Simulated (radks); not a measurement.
Spherical jellium clusters: N electrons in a uniform positive sphere of charge N and radius rs N^(1/3), rs = 4 bohr. Calculated with a radial shooting solver with Libxc functionals: non-relativistic Kohn-Sham, PBEsol, spin-polarised, spherical densities. Levels are named by radial order and angular momentum (1s, 1p, 1d, 2s, ...), and open shells are averaged over m.

N = 10, configuration 1s2 1p6 1d(up 2, down 0). This is the lowest configuration that the search found. Occupied levels:

| level | occupation | eigenvalue (eV) | <r> (bohr) |
|---|---|---|---|
| 1s up | 1 | -4.7629 | 5.730 |
| 1s down | 1 | -4.6267 | 5.430 |
| 1p up | 3 | -3.6895 | 6.832 |
| 1p down | 3 | -3.4328 | 6.664 |
| 1d up | 2 | -2.3566 | 7.783 |

Energy (eV): total -17.3948, kinetic 17.502, external -370.83, Hartree 182.02, exchange-correlation -35.548, background 189.46.

Electron density:

| r (bohr) | n(r) (e/bohr^3) |
|---|---|
| 0.282 | 0.002250 |
| 0.992 | 0.002436 |
| 1.70 | 0.002799 |
| 2.41 | 0.003280 |
| 3.12 | 0.003786 |
| 3.83 | 0.004215 |
| 4.54 | 0.004456 |
| 5.25 | 0.004419 |
| 5.96 | 0.004062 |
| 6.67 | 0.003420 |
| 7.38 | 0.002609 |
| 8.09 | 0.001793 |
| 8.80 | 0.001111 |
| 9.51 | 0.0006309 |
| 10.2 | 0.0003371 |
| 10.9 | 0.0001722 |
| 11.6 | 0.00008608 |
| 12.3 | 0.00004264 |
| 13.1 | 0.00002102 |
| 13.8 | 0.00001033 |
